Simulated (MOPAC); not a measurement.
Input file for MOPAC: PM3 on AlH3O3 (SMILES [OH][Al]([OH])[OH]), a point of a torsion scan.

```
PM3 1SCF PRECISE CHARGE=0 THREADS=1
AlH3O3

O     -1.41427091 1    -0.84267630 1    -0.22914565 1
Al    -0.34561141 1     0.27083611 1    -0.83855240 1
O      0.29835682 1     0.06014593 1    -2.35319732 1
O      0.07863667 1     1.59522939 1     0.06670055 1
H     -1.90063003 1    -0.94302134 1     0.57718737 1
H      0.21668997 1    -0.58797027 1    -3.03880759 1
H      0.64633448 1     2.34375988 1    -0.05256941 1
```

The log:

```
*******************************************************************************
 **                                                                           **
 **                              MOPAC v23.2.5                                **
 **                                                                           **
 *******************************************************************************
 ** MOPAC's Digital Object Identifier: https://doi.org/10.5281/zenodo.6511958 **
 **                                                                           **
 ** Please cite the open-source release paper for use of this MOPAC version:  **
 ** J. E. Moussa and J. J. P. Stewart (2026)                                  **
 ** MOPAC: An open-source semiempirical molecular orbital program             **
 ** J. Open Source Softw., 11(119), 8025, https://doi.org/10.21105/joss.08025 **
 *******************************************************************************

                              PM3 CALCULATION RESULTS

 *******************************************************************************
 *  PM3        - The PM3 Hamiltonian to be used
 *
 *
 *
 *                 CHARGE ON SYSTEM = 0
 *
 *
 *
 *  PRECISE    - TIGHTER CRITERIA TO BE USED
 *  1SCF       - DO 1 SCF AND THEN STOP
 *  THREADS=1  - MULTI-THREADING NOT USED
 *  T=         - A TIME OF 172800.0 SECONDS REQUESTED
 *  DUMP=N     - RESTART FILE WRITTEN EVERY 7200.0 SECONDS REQUESTED
 *******************************************************************************
PM3 1SCF PRECISE CHARGE=0 THREADS=1
 AlH3O3

   ATOM   CHEMICAL          X               Y               Z
  NUMBER   SYMBOL      (ANGSTROMS)     (ANGSTROMS)     (ANGSTROMS)

     1       O         -1.41427091  *  -0.84267630  *  -0.22914565  *
     2      Al         -0.34561141  *   0.27083611  *  -0.83855240  *
     3       O          0.29835682  *   0.06014593  *  -2.35319732  *
     4       O          0.07863667  *   1.59522939  *   0.06670055  *
     5       H         -1.90063003  *  -0.94302134  *   0.57718737  *
     6       H          0.21668997  *  -0.58797027  *  -3.03880759  *
     7       H          0.64633448  *   2.34375988  *  -0.05256941  *



          CARTESIAN COORDINATES

    NO.       ATOM           X           Y           Z

     1         O         -1.4143     -0.8427     -0.2291
     2        Al         -0.3456      0.2708     -0.8386
     3         O          0.2984      0.0601     -2.3532
     4         O          0.0786      1.5952      0.0667
     5         H         -1.9006     -0.9430      0.5772
     6         H          0.2167     -0.5880     -3.0388
     7         H          0.6463      2.3438     -0.0526

  H: (PM3): J. J. P. STEWART, J. COMP. CHEM. 10, 209 (1989).
  O: (PM3): J. J. P. STEWART, J. COMP. CHEM. 10, 209 (1989).
 Al: (PM3): J. J. P. STEWART, J. COMP. CHEM. 10, 209 (1989).

           Empirical Formula: H3 O3 Al  =     7 atoms



      MOLECULAR POINT GROUP   :   C3h


      RHF CALCULATION, NO. OF DOUBLY OCCUPIED LEVELS = 12


 -------------------------------------------------------------------------------
 PM3 1SCF PRECISE CHARGE=0 THREADS=1
 AlH3O3



     1SCF WAS SPECIFIED, SO BFGS WAS NOT USED
     SCF FIELD WAS ACHIEVED


                              PM3 CALCULATION
                                                       MOPAC v23.2.5 Linux




          FINAL HEAT OF FORMATION =       -220.96946 KCAL/MOL =    -924.53622 KJ/MOL


          COSMO AREA              =        100.63 SQUARE ANGSTROMS
          COSMO VOLUME            =         84.25 CUBIC ANGSTROMS

          IONIZATION POTENTIAL    =         11.085603 EV
          HOMO LUMO ENERGIES (EV) =        -11.086 -0.500
          NO. OF FILLED LEVELS    =         12
          MOLECULAR WEIGHT        =         78.0034         POINT GROUP:  C3h

          MOLECULAR DIMENSIONS (Angstroms)

            Atom       Atom       Distance
            H     7    H     6     4.20681
            H     5    H     7     3.64160
            O     4   Al     2     0.00019


          SCF CALCULATIONS        =          1





   ATOM   CHEMICAL          X               Y               Z
  NUMBER   SYMBOL      (ANGSTROMS)     (ANGSTROMS)     (ANGSTROMS)

     1       O         -1.41427091  *  -0.84267630  *  -0.22914565  *
     2      Al         -0.34561141  *   0.27083611  *  -0.83855240  *
     3       O          0.29835682  *   0.06014593  *  -2.35319732  *
     4       O          0.07863667  *   1.59522939  *   0.06670055  *
     5       H         -1.90063003  *  -0.94302134  *   0.57718737  *
     6       H          0.21668997  *  -0.58797027  *  -3.03880759  *
     7       H          0.64633448  *   2.34375988  *  -0.05256941  *

                             CARTESIAN COORDINATES

   1    O       -1.414270910    -0.842676300    -0.229145650
   2   Al       -0.345611410     0.270836110    -0.838552400
   3    O        0.298356820     0.060145930    -2.353197320
   4    O        0.078636670     1.595229390     0.066700550
   5    H       -1.900630030    -0.943021340     0.577187370
   6    H        0.216689970    -0.587970270    -3.038807590
   7    H        0.646334480     2.343759880    -0.052569410


           Empirical Formula: H3 O3 Al  =     7 atoms



      MOLECULAR POINT GROUP   :   C3h


                  EIGENVALUES
 -35.73473 -35.73403 -34.75585 -16.97828 -16.25057 -16.24933 -13.33377 -12.31135
 -11.74645 -11.74508 -11.08596 -11.08560  -0.49982   1.54780   1.54871   2.78859
   5.74739   5.74784   5.83449


              NET ATOMIC CHARGES AND DIPOLE CONTRIBUTIONS

  ATOM NO.   TYPE          CHARGE      No. of ELECS.   s-Pop       p-Pop
    1          O          -0.523218        6.5232     1.72999     4.79323
    2         Al           0.918623        2.0814     0.55223     1.52915
    3          O          -0.523131        6.5231     1.73000     4.79313
    4          O          -0.523417        6.5234     1.72992     4.79350
    5          H           0.217031        0.7830     0.78297
    6          H           0.217011        0.7830     0.78299
    7          H           0.217102        0.7829     0.78290
 DIPOLE           X         Y         Z       TOTAL
 POINT-CHG.     0.000    -0.001     0.000     0.001
 HYBRID         0.000     0.001     0.001     0.001
 SUM            0.001    -0.000     0.002     0.002


          ATOMIC ORBITAL ELECTRON POPULATIONS

     Atom    s        px        py        pz
    1  O   1.72999   1.61443   1.73858   1.44022
    2 Al   0.55223   0.52214   0.50619   0.50081
    3  O   1.73000   1.79235   1.58981   1.41097
    4  O   1.72992   1.63154   1.39583   1.76612
    5  H   0.78297
    6  H   0.78299
    7  H   0.78290

 **********************
 *                    *
 * JOB ENDED NORMALLY *
 *                    *
 **********************




 == MOPAC DONE ==
```

The run finished.

Cost: roughly 0.04 core-seconds.
